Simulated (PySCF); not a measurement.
## SnH₄ at several levels of theory

All levels use the PBE0 minimum (singlet; Sn–H 1.704 Å (×4); H–Sn–H 109.5° (×6)), basis [Sn def2-TZVP with ECP28, H def2-TZVP], scalar-relativistic core potentials, density fitting, no spin–orbit coupling, PySCF. For vertical energies the ionised species is a doublet (spins chosen at PBE0 and kept). Atomisation goes to high-spin ground-configuration atoms, without zero-point energy. Open shells are unrestricted, also as the reference of the correlated levels. A dash marks a value that was not computed or is not defined at that level.

```csv
level,atomisation (kJ/mol),vertical IP (eV),−ε(HOMO) (eV),gap (eV)
CCSD(T),1047,11.63,–,–
HF,799,11.45,12.18,15.07
MP2,985,11.78,–,–
PBE0,1055,11.50,9.17,9.85
PBE,1050,11.20,7.93,7.65
B3LYP,1080,11.52,8.98,9.29
r2SCAN,1078,11.38,8.26,8.36
wB97X,1114,11.81,11.58,14.10
```

For SnH₄ itself CCSD(T) correlates 18 electrons; T1 = 0.014, D1 = 0.031, (T) = -21 kJ/mol.

Q: Which levels differ least and most from CCSD(T) in the atomisation?

A: Least: PBE (+3 kJ/mol); most: HF (-248 kJ/mol). CCSD(T) atomisation energies in a triple-zeta basis lie tens of kJ/mol low, so this is no ranking by accuracy.
